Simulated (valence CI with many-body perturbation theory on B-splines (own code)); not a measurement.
# Questions on Ho28+

Level of theory: configuration interaction combined with many-body perturbation theory (CI+MBPT): three valence electrons over a frozen Dirac-Fock core [Kr], a basis of 9 s, 9 p, 10 d, 8 f, 5 g, 3 h, 1 i functions for each j, with the one-electron correlation potential Σ1 (screened to all orders), the two-electron term Σ2, the three-electron term Σ3, Breit, model QED; selected single and double excitations, second order for the rest (own B-spline code, finite nucleus).

No measured spectrum was set against this ion. As an estimate, large intervals hold to a few tenths of a per cent, small ones and those within an open d or f shell to about a per cent. Only levels of the ground parity were solved; by the run's estimate the other parity begins above the list, which can be wrong where configurations are misplaced.

Levels are named by their leading jj configuration (3d3/2^4 stands for four electrons in 3d with j = 3/2), which in mixed levels can hold well under half, so a name can repeat and another be missing.

Rates and lifetimes use the calculated energies. Strong lines usually hold to 10 to 20 %, long lifetimes can be off by a factor of two.

What is the ground level?

(4d3/2^3) J=3/2, composition 58 % 4d3 4F + 31 % 4d3 2D + 7 % 4d3 2P, g = 0.634.

How well does LS coupling describe the low levels?

Among the lowest 19 levels the leading LS term, summed over configurations, holds 61 % on average. For single configurations the figures are 60 % in LS and 89 % in jj coupling. Terms mix most in the J = 3/2 level at 173390 cm⁻¹, where the leading one holds 41 %.

Name the longest-lived excited levels whose lifetime is computed, and their main decay.

(4d3/2^2 4d5/2) J=9/2 at 91210 cm⁻¹ lives 999 ms, mostly by M1 to (4d3/2^2 4d5/2) J=7/2.

What is the ionisation energy?

1030.8 eV; NIST lists 1029 ± 4 eV (theoretical).
